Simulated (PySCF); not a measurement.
# Dipole moment and polarisability of Ge(NMe2)H3

Compound: Ge(NMe2)H3, C₂H₉GeN.
Geometry (PBE0-D3(BJ)/def2-SVP, Å), atoms numbered from 1 in this order:
```xyz
13
C2H9GeN angstrom
Ge    -0.0258   -0.0514   -1.6949
N      0.1425    0.2426    0.1099
C      1.0818   -0.5464    0.8621
C     -1.0192    0.6388    0.8615
H      1.4176    0.0057    1.7601
H      1.9790   -0.7638    0.2616
H      0.6716   -1.5178    1.2151
H     -1.6688    1.2938    0.2601
H     -1.6386   -0.2148    1.2138
H     -0.7204    1.2110    1.7597
H      1.3997   -0.1301   -2.2690
H     -0.8081    1.1421   -2.2712
H     -0.7808   -1.3619   -2.0466
```

Level: CAM-B3LYP/def2-SVPD (PySCF), static field, nuclei fixed, core orbitals frozen in the response. The polarisability tensor in these axes (au):

```
x   65.16 -2.96  0.44
y   -2.96 61.57  0.73
z    0.44  0.73 73.89
```

**Question.** Diagonalise the tensor; give its mean and Δα, where Δα² is half the sum of the squared differences of the eigenvalues.

**Answer.** Principal values 59.85, 66.83 and 73.95 au; mean 66.87 au = 9.91 Å³ = 11.03 × 10⁻⁴⁰ C²·m²/J; Δα = 12.21 au (18 % of the mean).

**Question.** What is the dipole moment, and where does it point?

**Answer.** (-0.12, -0.22, 0.33) D, 0.42 D in size, pointing from the negative to the positive side. Measured along this direction, the outermost atoms are H12 and H11 at the negative end and H7 and H9 at the positive end.

**Question.** Directions of the eigenvectors, and the extent of the frame along each?

**Answer.** Largest value along (0.03, 0.05, 1.00), where the nuclei span 4.04 Å; middle along (0.87, -0.49, 0.00), 4.19 Å; least along (0.49, 0.87, -0.06), 2.18 Å. 

**Question.** Form Σ f/ω² (atomic units) for the 15 lowest TDDFT singlets, given as eV and f, and set it beside the mean polarisability, which is this sum over all singlets: 5.46, 0.0112; 6.03, 0.0454; 6.54, 0.0029; 6.79, 0.0061; 7.05, 0.0283; 7.12, 0.0000; 7.66, 0.0699; 7.94, 0.0537; 8.32, 0.0009; 8.50, 0.0054; 8.58, 0.0221; 8.71, 0.0349; 8.75, 0.0030; 8.77, 0.0372; 8.93, 0.1372.

**Answer.** They add up to 5.57 au, 8.3 % of the 66.87 au; the largest single term is 1.27 au, from the state at 8.93 eV. Terms in order: 0.28, 0.92, 0.05, 0.10, 0.42, 0.00, 0.88, 0.63, 0.01, 0.06, 0.22, 0.34, 0.03, 0.36, 1.27 au. Higher excitations give the rest. The strengths listed sum to 0.458.

**Question.** Refractivity n − 1 of an ideal gas of it at 273.15 K and 1 atm, from the electronic α?

**Answer.** N = p/kT = 2.6868 × 10¹⁹ cm⁻³, so n − 1 = 2π × N × 9.91 × 10⁻²⁴ cm³ = 1673 × 10⁻⁶ at long wavelengths, for an ideal gas.

**Question.** Give the eigenvalues of the traceless quadrupole moment Θ = ½Σq(3rr − r²1), origin at the centre of nuclear charge.

**Answer.** -2.71, 1.19, 1.52 D·Å. The values depend on the origin, since the dipole doesn't vanish. The electronic extent ⟨r²⟩ about the same centre is 577 bohr², a root-mean-square distance of 1.64 Å for the 60 electrons.

Geometry: PBE0-D3(BJ)/def2-SVP; no solvent, vibrations or thermal averaging. The calculation is non-relativistic, for germanium too.
